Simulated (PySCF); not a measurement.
C₆ coefficients of unlike pairs at UHF

Calculated with PySCF 2.14 from the dipole response of each species, C₆(A,B) = (3/π) ∫ α_A(iu) α_B(iu) du, in atomic units, from isotropic polarisabilities. For ions this is the dispersion term alone; charge-induced terms of lower order in 1/R come first.

| species | configuration | basis | relativity | α (bohr³) | C₆ (like pair) |
| --- | --- | --- | --- | --- | --- |
| Zn | [Ar] 3d10 4s2 (1S) | aug-cc-pVQZ-PP with ECP10MDF (7s7p6d4f3g2h) | core potential | 50.78 | 401.0 |
| Cd⁺ | [Kr] 4d10 5s1 (2S) | aug-cc-pVDZ-PP with ECP28MDF (5s5p4d2f) | core potential | 34.10 | 205.7 |
| Te⁻ | [Kr] 4d10 5s2 5p5 (2P) | aug-cc-pVQZ-PP with one added diffuse shell each of s, p, d, f, g type with ECP28MDF (8s8p6d4f3g) | core potential | 90.17 | 1306 |
| Zn²⁺ | [Ar] 3d10 (1S) | aug-cc-pVDZ-DK (7s6p4d2f) | spin-free X2C | 2.188 | 5.653 |

Question: Estimate C₆ for Te⁻ with Cd⁺.

Answer: The integral gives 513.7. The combination rule 2 C_A C_B / (C_A α_B/α_A + C_B α_A/α_B) gives 517.7 and the geometric mean 518.3.

No spin-orbit coupling is included.

The other pairs:

```csv
pair,C₆
"Zn²⁺, Te⁻",60.85
"Cd⁺, Zn",283.9
"Zn²⁺, Zn",32.79
"Te⁻, Zn",721.9
"Zn²⁺, Cd⁺",26.85
```
